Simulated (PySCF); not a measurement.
Compound: C8H7N.
Structure used (PBE0-D3(BJ)/def2-SVP), in Å, numbered top down from 1:
```
atom  x, y, z in Å
C1     3.8090   -0.7394   -0.4240
C2     2.3890   -0.4780   -0.2771
C3     1.1983   -0.2681   -0.1666
C4    -0.2027   -0.0028   -0.0094
C5    -0.6506    0.7862    1.0650
C6    -2.0125    1.0266    1.1955
C7    -2.8837    0.4782    0.2574
C8    -2.3400   -0.2901   -0.7732
N9    -1.0425   -0.5292   -0.9118
H10    4.2103   -1.2588    0.4606
H11    4.0047   -1.3704   -1.3047
H12    4.3744    0.1980   -0.5464
H13    0.0714    1.1938    1.7743
H14   -2.3896    1.6357    2.0206
H15   -3.9618    0.6393    0.3183
H16   -2.9968   -0.7368   -1.5292
```

Level: PBE0/pcSseg-1 and PBE0/def2-SVPD in PySCF, non-relativistic, on one gas-phase PBE0-D3(BJ)/def2-SVP geometry that isn't relaxed in the solvent. The solvent is an IEF-PCM continuum (cavity from Bondi-type radii × 1.2). The model holds no explicit solvent molecules, cavitation or dispersion.

Gas phase at PBE0/pcSseg-1: HOMO -6.86 eV, LUMO -1.18 eV, dipole 1.91 D.

Q: What does the continuum do to the energy, the frontier levels and the dipole at PBE0/pcSseg-1 in cyclohexane and water?

A: 
```
    solvent      ε  E(solvent) − E(gas) (kcal/mol)  polarisation term (kcal/mol)  distortion of the solute (kcal/mol)  HOMO (eV)  LUMO (eV)  dipole (D)
cyclohexane  2.017                           -2.57                         -2.78                                 0.21      -6.90      -1.22        2.18
      water  78.36                           -7.01                         -8.73                                 1.72      -7.03      -1.34        2.74
```

The polarisation term is half the interaction of the solute with the surface charges that it induces; the rest is the cost of distorting the solute's density. The sum is the electrostatic part of solvation alone. From cyclohexane to water the lowering changes by a factor 2.73, Onsager's factor (ε − 1)/(2ε + 1) by 2.43 and ε itself by 38.9.

Q: Which radius a makes the point-dipole formula ΔE = −[(ε − 1)/(2ε + 1)]·μ²/a³ give the value in water, with the gas-phase dipole?

A: μ = 0.753 au and |ΔE| = 0.01118 Eh give a = 1.54 Å; the farthest nucleus lies 4.37 Å from the centroid of the nuclei, so such a sphere wouldn't even hold the nuclei. The formula assumes a rigid point dipole at the centre of a sphere.

Q: Which ESP-fitted charges (PBE0/pcSseg-1) respond most in cyclohexane (means over atoms taken as equivalent)?

A: 
```
      atoms                          environment  gas (e)  solvent (e)  change
         N9               pyridine-type nitrogen   -0.669       -0.711  -0.042
         C8  aromatic CH next to a ring nitrogen   +0.310       +0.331  +0.021
         C3                        alkyne carbon   -0.834       -0.851  -0.017
         C4          substituted aromatic carbon   +1.157       +1.173  +0.016
         C7                   aromatic CH carbon   -0.496       -0.513  -0.017
         C5                   aromatic CH carbon   -0.704       -0.718  -0.014
         C1                   propargylic carbon   -0.559       -0.572  -0.013
         C6                   aromatic CH carbon   +0.186       +0.199  +0.013
        H15                    aromatic hydrogen   +0.202       +0.213  +0.011
        H13                    aromatic hydrogen   +0.256       +0.266  +0.010
H10/H11/H12                      methyl hydrogen   +0.178       +0.187  +0.009
        H14                    aromatic hydrogen   +0.115       +0.121  +0.006
```

Q: How do the nuclear quadrupole coupling constants eQVzz/h respond in cyclohexane?

A: 
| nucleus | Q (barn) | gas (MHz) | solvent (MHz) | η gas | η solvent |
| --- | --- | --- | --- | --- | --- |
| 14N at N9 | 0.02044 | -5.48 | -5.38 | 0.31 | 0.29 |

Gas phase at PBE0/def2-SVPD: HOMO -6.85 eV, LUMO -1.21 eV, dipole 1.88 D.

Q: What does the continuum do to the energy, the frontier levels and the dipole at PBE0/def2-SVPD in cyclohexane and water?

A: 
```csv
solvent,ε,E(solvent) − E(gas) (kcal/mol),polarisation term (kcal/mol),distortion of the solute (kcal/mol),HOMO (eV),LUMO (eV),dipole (D)
cyclohexane,2.017,-2.43,-2.66,0.23,-6.89,-1.25,2.18
water,78.36,-6.74,-8.63,1.89,-7.00,-1.36,2.85
```

Q: How does the static polarisability (PBE0/def2-SVPD, frozen core, with the continuum's full static response) change?

A: 
| medium | isotropic (au) | principal values (au) | ⟨r²⟩ of the electrons (bohr²) |
| --- | --- | --- | --- |
| gas | 106.3 | 58.8, 91.4, 168.8 | 1519.5 |
| cyclohexane | 120.5 | 65.4, 104.5, 191.7 | 1517.5 |
| water | 146.9 | 82.1, 131.8, 226.9 | 1514.3 |

The isotropic value in water is 1.38 times the gas-phase one; no cavity-field correction is applied. ⟨r²⟩ is taken about the centre of nuclear charge.
